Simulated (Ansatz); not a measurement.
A short molecular-dynamics run on B$_{2}$F$_{4}$H$_{2}$ (`F[B@H-]1[F+][B@H-](F)[F+]1`).

```yaml
crystal:
  periodic: [false, false, false]
  atoms:
    - {symbol: F, position_ang: [1.054885, -1.462216, 1.057741]}
    - {symbol: B, position_ang: [0.988942, -0.304839, 0.428948]}
    - {symbol: F, position_ang: [0.248461, -0.482636, -0.914725]}
    - {symbol: B, position_ang: [-0.988935, 0.304843, -0.428940]}
    - {symbol: F, position_ang: [-1.055012, 1.462195, -1.057766]}
    - {symbol: F, position_ang: [-0.248418, 0.482722, 0.914693]}
    - {symbol: H, position_ang: [1.932211, 0.405936, 0.310323]}
    - {symbol: H, position_ang: [-1.932144, -0.406005, -0.310264]}
basis:
  gaussian: {orbitals: "6-31G*"}
hamiltonian: {xc: {name: revPBE}}
md: {timestep: 0.5 fs, n_steps: 50, ensemble: nvt_nose_hoover, temperature: 700, initial_velocities: maxwell_boltzmann, seed: 203}
```

```sh
$ ansatz run in.yaml --threads 4 --pin off --events-out ev --progress --plain --max-ram 10444MiB
```

```csv
step,time (fs),potential energy (eV),kinetic (eV),T (K),conserved (eV)
0,0.0,-12253.3800,0.5429,700,-12252.8371
1,0.5,-12253.3709,0.5340,688,-12252.8370
2,1.0,-12253.3544,0.5176,667,-12252.8368
3,1.5,-12253.3335,0.4969,641,-12252.8365
4,2.0,-12253.3119,0.4755,613,-12252.8363
5,2.5,-12253.2929,0.4567,589,-12252.8362
6,3.0,-12253.2782,0.4420,570,-12252.8362
7,3.5,-12253.2675,0.4312,556,-12252.8364
8,4.0,-12253.2588,0.4223,544,-12252.8366
9,4.5,-12253.2492,0.4126,532,-12252.8367
10,5.0,-12253.2366,0.3999,516,-12252.8368
11,5.5,-12253.2198,0.3833,494,-12252.8367
12,6.0,-12253.1994,0.3630,468,-12252.8366
13,6.5,-12253.1768,0.3406,439,-12252.8365
14,7.0,-12253.1542,0.3181,410,-12252.8363
15,7.5,-12253.1336,0.2977,384,-12252.8362
16,8.0,-12253.1170,0.2812,363,-12252.8361
17,8.5,-12253.1055,0.2697,348,-12252.8361
18,9.0,-12253.0995,0.2638,340,-12252.8361
19,9.5,-12253.0987,0.2630,339,-12252.8362
20,10.0,-12253.1020,0.2663,343,-12252.8363
21,10.5,-12253.1081,0.2723,351,-12252.8364
22,11.0,-12253.1149,0.2791,360,-12252.8365
23,11.5,-12253.1204,0.2846,367,-12252.8367
24,12.0,-12253.1231,0.2873,371,-12252.8367
25,12.5,-12253.1219,0.2862,369,-12252.8367
26,13.0,-12253.1169,0.2814,363,-12252.8367
27,13.5,-12253.1094,0.2742,354,-12252.8365
28,14.0,-12253.1020,0.2671,344,-12252.8363
29,14.5,-12253.0973,0.2627,339,-12252.8362
30,15.0,-12253.0977,0.2632,339,-12252.8361
31,15.5,-12253.1037,0.2693,347,-12252.8362
32,16.0,-12253.1142,0.2798,361,-12252.8364
33,16.5,-12253.1264,0.2920,377,-12252.8366
34,17.0,-12253.1374,0.3030,391,-12252.8367
35,17.5,-12253.1445,0.3102,400,-12252.8368
36,18.0,-12253.1466,0.3126,403,-12252.8368
37,18.5,-12253.1439,0.3102,400,-12252.8367
38,19.0,-12253.1380,0.3046,393,-12252.8366
39,19.5,-12253.1307,0.2977,384,-12252.8364
40,20.0,-12253.1241,0.2915,376,-12252.8363
41,20.5,-12253.1201,0.2877,371,-12252.8362
42,21.0,-12253.1196,0.2875,371,-12252.8362
43,21.5,-12253.1231,0.2912,375,-12252.8362
44,22.0,-12253.1303,0.2986,385,-12252.8363
45,22.5,-12253.1403,0.3088,398,-12252.8364
46,23.0,-12253.1516,0.3203,413,-12252.8365
47,23.5,-12253.1625,0.3313,427,-12252.8366
48,24.0,-12253.1710,0.3401,438,-12252.8367
49,24.5,-12253.1756,0.3449,445,-12252.8368
50,25.0,-12253.1753,0.3449,445,-12252.8368
```

Velocities are drawn at the set temperature; a run this short doesn't reach equilibrium.

Frames (Å, forces in eV/Å):

```xyz
8
time=0.0 fs
F     1.055   -1.462    1.058    0.169   -0.875    0.508
B     0.989   -0.305    0.429    0.344    0.361   -0.096
F     0.248   -0.483   -0.915    0.240   -0.469   -0.891
B    -0.989    0.305   -0.429   -0.344   -0.361    0.096
F    -1.055    1.462   -1.058   -0.169    0.875   -0.507
F    -0.248    0.483    0.915   -0.240    0.469    0.891
H     1.932    0.406    0.310    0.270    0.168   -0.015
H    -1.932   -0.406   -0.310   -0.270   -0.168    0.015
8
time=1.0 fs
F     1.058   -1.466    1.053    0.162   -0.851    0.454
B     0.998   -0.304    0.430    0.093    0.380    0.061
F     0.242   -0.478   -0.909    0.434   -0.543   -0.913
B    -0.998    0.305   -0.432    0.327   -0.089    0.265
F    -1.051    1.456   -1.061   -0.184    1.227   -0.684
F    -0.250    0.485    0.916   -0.249    0.399    0.855
H     1.941    0.414    0.361    0.241    0.151   -0.165
H    -1.934   -0.371   -0.324   -0.824   -0.673    0.127
8
time=2.0 fs
F     1.062   -1.470    1.048    0.158   -0.787    0.381
B     1.007   -0.302    0.432   -0.070    0.417    0.228
F     0.235   -0.474   -0.904    0.605   -0.614   -0.925
B    -1.006    0.306   -0.434    0.820    0.065    0.435
F    -1.046    1.450   -1.064   -0.192    1.537   -0.839
F    -0.252    0.488    0.917   -0.256    0.328    0.809
H     1.953    0.424    0.410    0.133    0.074   -0.300
H    -1.943   -0.342   -0.337   -1.198   -1.022    0.210
8
time=3.0 fs
F     1.066   -1.474    1.044    0.155   -0.682    0.293
B     1.016   -0.300    0.433   -0.170    0.451    0.405
F     0.229   -0.471   -0.899    0.752   -0.677   -0.926
B    -1.014    0.307   -0.436    0.930   -0.017    0.614
F    -1.042    1.445   -1.068   -0.198    1.788   -0.963
F    -0.254    0.491    0.919   -0.261    0.259    0.755
H     1.965    0.434    0.456   -0.023   -0.040   -0.426
H    -1.964   -0.322   -0.348   -1.186   -1.082    0.246
8
time=4.0 fs
F     1.069   -1.479    1.040    0.155   -0.544    0.197
B     1.025   -0.298    0.435   -0.248    0.452    0.583
F     0.223   -0.467   -0.895    0.873   -0.731   -0.916
B    -1.021    0.307   -0.438    0.639   -0.311    0.784
F    -1.038    1.440   -1.072   -0.208    1.960   -1.044
F    -0.256    0.494    0.921   -0.263    0.194    0.697
H     1.978    0.444    0.498   -0.184   -0.158   -0.542
H    -1.996   -0.313   -0.356   -0.765   -0.863    0.241
8
time=5.0 fs
F     1.073   -1.484    1.036    0.158   -0.379    0.100
B     1.034   -0.296    0.438   -0.344    0.398    0.746
F     0.218   -0.464   -0.892    0.967   -0.775   -0.894
B    -1.028    0.307   -0.439    0.135   -0.665    0.913
F    -1.034    1.437   -1.077   -0.226    2.036   -1.072
F    -0.258    0.497    0.924   -0.261    0.134    0.636
H     1.989    0.452    0.534   -0.309   -0.249   -0.644
H    -2.035   -0.312   -0.362   -0.121   -0.500    0.215
8
time=6.0 fs
F     1.077   -1.489    1.032    0.163   -0.198    0.009
B     1.042   -0.293    0.441   -0.484    0.279    0.876
F     0.213   -0.462   -0.888    1.036   -0.807   -0.860
B    -1.034    0.307   -0.439   -0.346   -0.922    0.970
F    -1.030    1.435   -1.082   -0.256    2.003   -1.039
F    -0.261    0.500    0.926   -0.257    0.078    0.576
H     1.996    0.458    0.565   -0.372   -0.292   -0.722
H    -2.075   -0.316   -0.367    0.517   -0.140    0.188
8
time=7.0 fs
F     1.081   -1.495    1.028    0.169   -0.013   -0.068
B     1.050   -0.289    0.445   -0.681    0.097    0.957
F     0.208   -0.459   -0.886    1.078   -0.828   -0.811
B    -1.041    0.306   -0.438   -0.660   -1.000    0.946
F    -1.026    1.434   -1.088   -0.298    1.864   -0.945
F    -0.263    0.504    0.930   -0.250    0.024    0.520
H     2.001    0.461    0.589   -0.361   -0.277   -0.768
H    -2.110   -0.321   -0.369    1.003    0.132    0.170
8
time=8.0 fs
F     1.085   -1.500    1.024    0.175    0.168   -0.128
B     1.058   -0.286    0.450   -0.935   -0.137    0.979
F     0.204   -0.458   -0.883    1.095   -0.836   -0.748
B    -1.048    0.304   -0.436   -0.756   -0.888    0.842
F    -1.022    1.433   -1.094   -0.351    1.632   -0.795
F    -0.266    0.507    0.933   -0.239   -0.028    0.468
H     2.002    0.462    0.605   -0.275   -0.203   -0.780
H    -2.136   -0.325   -0.370    1.286    0.293    0.163
8
time=9.0 fs
F     1.089   -1.505    1.020    0.181    0.334   -0.165
B     1.064   -0.283    0.456   -1.231   -0.400    0.939
F     0.201   -0.456   -0.881    1.088   -0.833   -0.673
B    -1.056    0.301   -0.434   -0.631   -0.610    0.671
F    -1.019    1.434   -1.100   -0.413    1.331   -0.602
F    -0.269    0.510    0.937   -0.223   -0.080    0.422
H     2.000    0.461    0.614   -0.130   -0.083   -0.758
H    -2.149   -0.326   -0.369    1.358    0.341    0.166
8
time=10.0 fs
F     1.094   -1.511    1.015    0.185    0.479   -0.177
B     1.070   -0.280    0.462   -1.535   -0.659    0.841
F     0.198   -0.455   -0.880    1.057   -0.820   -0.587
B    -1.065    0.298   -0.431   -0.288   -0.198    0.452
F    -1.015    1.435   -1.107   -0.482    0.991   -0.381
F    -0.271    0.513    0.940   -0.202   -0.132    0.383
H     1.997    0.459    0.616    0.044    0.059   -0.708
H    -2.150   -0.324   -0.366    1.220    0.280    0.177
8
time=11.0 fs
F     1.098   -1.515    1.011    0.187    0.597   -0.163
B     1.074   -0.278    0.469   -1.800   -0.871    0.698
F     0.196   -0.455   -0.878    1.004   -0.797   -0.493
B    -1.073    0.294   -0.428    0.267    0.320    0.201
F    -1.012    1.437   -1.115   -0.558    0.638   -0.148
F    -0.274    0.516    0.945   -0.173   -0.183    0.350
H     1.994    0.457    0.611    0.201    0.186   -0.641
H    -2.139   -0.319   -0.362    0.872    0.110    0.196
8
time=12.0 fs
F     1.102   -1.520    1.007    0.184    0.683   -0.123
B     1.076   -0.276    0.477   -1.968   -0.988    0.522
F     0.194   -0.455   -0.877    0.931   -0.766   -0.395
B    -1.082    0.291   -0.424    1.004    0.910   -0.063
F    -1.009    1.439   -1.122   -0.638    0.298    0.081
F    -0.278    0.519    0.949   -0.137   -0.233    0.322
H     1.994    0.457    0.599    0.288    0.256   -0.567
H    -2.120   -0.313   -0.356    0.335   -0.160    0.223
8
time=13.0 fs
F     1.107   -1.524    1.002    0.176    0.736   -0.060
B     1.077   -0.276    0.486   -1.998   -0.980    0.323
F     0.193   -0.455   -0.876    0.843   -0.728   -0.296
B    -1.089    0.289   -0.420    1.825    1.504   -0.322
F    -1.007    1.441   -1.129   -0.719   -0.010    0.293
F    -0.281    0.522    0.953   -0.093   -0.280    0.299
H     1.996    0.460    0.583    0.267    0.239   -0.491
H    -2.098   -0.309   -0.348   -0.301   -0.481    0.254
8
time=14.0 fs
F     1.112   -1.528    0.998    0.162    0.756    0.022
B     1.076   -0.276    0.494   -1.884   -0.846    0.105
F     0.192   -0.455   -0.875    0.743   -0.683   -0.201
B    -1.095    0.288   -0.417    2.527    1.981   -0.551
F    -1.005    1.444   -1.136   -0.795   -0.271    0.480
F    -0.284    0.525    0.958   -0.042   -0.322    0.278
H     2.000    0.465    0.561    0.136    0.134   -0.409
H    -2.079   -0.310   -0.337   -0.848   -0.749    0.276
8
time=15.0 fs
F     1.116   -1.532    0.993    0.143    0.744    0.118
B     1.073   -0.277    0.503   -1.663   -0.620   -0.133
F     0.192   -0.456   -0.875    0.638   -0.631   -0.112
B    -1.099    0.288   -0.414    2.870    2.190   -0.723
F    -1.003    1.446   -1.143   -0.859   -0.474    0.635
F    -0.287    0.528    0.962    0.016   -0.358    0.258
H     2.006    0.471    0.536   -0.069   -0.030   -0.313
H    -2.067   -0.317   -0.324   -1.076   -0.822    0.271
8
time=16.0 fs
F     1.121   -1.535    0.989    0.117    0.708    0.223
B     1.069   -0.279    0.512   -1.390   -0.357   -0.386
F     0.192   -0.458   -0.874    0.529   -0.572   -0.033
B    -1.100    0.291   -0.412    2.744    2.054   -0.814
F    -1.002    1.448   -1.149   -0.905   -0.616    0.754
F    -0.290    0.530    0.967    0.079   -0.385    0.238
H     2.011    0.477    0.508   -0.292   -0.206   -0.199
H    -2.066   -0.333   -0.308   -0.883   -0.626    0.218
8
time=17.0 fs
F     1.126   -1.537    0.985    0.086    0.654    0.330
B     1.063   -0.280    0.520   -1.124   -0.109   -0.646
F     0.192   -0.459   -0.874    0.420   -0.507    0.037
B    -1.099    0.295   -0.411    2.267    1.636   -0.820
F    -1.001    1.449   -1.155   -0.930   -0.696    0.837
F    -0.293    0.533    0.972    0.146   -0.405    0.216
H     2.013    0.481    0.478   -0.479   -0.351   -0.072
H    -2.073   -0.354   -0.290   -0.387   -0.222    0.119
8
time=18.0 fs
F     1.131   -1.540    0.981    0.051    0.590    0.436
B     1.057   -0.282    0.528   -0.906    0.085   -0.897
F     0.192   -0.461   -0.873    0.310   -0.438    0.095
B    -1.096    0.301   -0.410    1.671    1.091   -0.765
F    -1.001    1.450   -1.161   -0.933   -0.722    0.886
F    -0.297    0.535    0.977    0.214   -0.419    0.192
H     2.011    0.481    0.447   -0.591   -0.432    0.061
H    -2.083   -0.377   -0.271    0.184    0.245   -0.007
8
time=19.0 fs
F     1.136   -1.542    0.977    0.012    0.523    0.536
B     1.050   -0.284    0.535   -0.762    0.200   -1.122
F     0.193   -0.463   -0.872    0.202   -0.368    0.141
B    -1.091    0.308   -0.410    1.138    0.556   -0.676
F    -1.001    1.451   -1.166   -0.917   -0.698    0.903
F    -0.299    0.536    0.983    0.282   -0.428    0.166
H     2.003    0.478    0.417   -0.607   -0.434    0.185
H    -2.092   -0.398   -0.252    0.651    0.650   -0.133
8
time=20.0 fs
F     1.141   -1.544    0.973   -0.030    0.460    0.627
B     1.042   -0.286    0.541   -0.699    0.227   -1.307
F     0.193   -0.466   -0.872    0.098   -0.299    0.175
B    -1.085    0.315   -0.411    0.747    0.103   -0.576
F    -1.001    1.452   -1.171   -0.883   -0.634    0.893
F    -0.302    0.538    0.988    0.350   -0.434    0.139
H     1.990    0.470    0.388   -0.523   -0.353    0.289
H    -2.095   -0.413   -0.234    0.940    0.929   -0.241
8
time=21.0 fs
F     1.146   -1.545    0.970   -0.076    0.407    0.706
B     1.033   -0.288    0.546   -0.713    0.169   -1.437
F     0.194   -0.468   -0.871    0.002   -0.235    0.196
B    -1.079    0.323   -0.412    0.512   -0.237   -0.479
F    -1.003    1.452   -1.176   -0.835   -0.537    0.858
F    -0.305    0.539    0.993    0.418   -0.437    0.111
H     1.971    0.459    0.362   -0.345   -0.196    0.364
H    -2.088   -0.419   -0.219    1.037    1.066   -0.319
8
time=22.0 fs
F     1.150   -1.547    0.967   -0.126    0.364    0.773
B     1.024   -0.289    0.549   -0.780    0.045   -1.509
F     0.195   -0.470   -0.870   -0.083   -0.177    0.204
B    -1.072    0.330   -0.414    0.427   -0.450   -0.396
F    -1.004    1.452   -1.179   -0.773   -0.413    0.801
F    -0.307    0.541    0.999    0.487   -0.439    0.085
H     1.949    0.446    0.340   -0.099    0.015    0.404
H    -2.072   -0.415   -0.206    0.948    1.056   -0.361
8
time=23.0 fs
F     1.155   -1.548    0.964   -0.179    0.333    0.824
B     1.014   -0.290    0.551   -0.858   -0.109   -1.526
F     0.195   -0.473   -0.869   -0.155   -0.128    0.200
B    -1.064    0.337   -0.416    0.491   -0.524   -0.339
F    -1.006    1.451   -1.183   -0.700   -0.269    0.726
F    -0.310    0.542    1.004    0.556   -0.441    0.059
H     1.927    0.434    0.321    0.170    0.245    0.415
H    -2.047   -0.401   -0.197    0.675    0.894   -0.359
8
time=24.0 fs
F     1.160   -1.549    0.962   -0.235    0.313    0.860
B     1.003   -0.292    0.552   -0.883   -0.241   -1.500
F     0.196   -0.476   -0.868   -0.211   -0.088    0.185
B    -1.057    0.344   -0.418    0.704   -0.448   -0.318
F    -1.008    1.451   -1.186   -0.616   -0.111    0.636
F    -0.312    0.542    1.009    0.623   -0.444    0.032
H     1.906    0.423    0.307    0.399    0.440    0.411
H    -2.016   -0.378   -0.192    0.219    0.580   -0.306
8
time=25.0 fs
F     1.165   -1.550    0.960   -0.295    0.304    0.878
B     0.992   -0.294    0.552   -0.792   -0.301   -1.451
F     0.196   -0.479   -0.867   -0.252   -0.058    0.161
B    -1.048    0.350   -0.420    1.037   -0.240   -0.334
F    -1.011    1.450   -1.189   -0.521    0.057    0.533
F    -0.313    0.543    1.015    0.684   -0.451    0.003
H     1.888    0.417    0.296    0.524    0.550    0.412
H    -1.983   -0.350   -0.189   -0.384    0.138   -0.201
```

Hardware: 4 threads of an Arm Neoverse V1 on a shared host. Wall time 38 s, peak host memory 0.41 GiB.
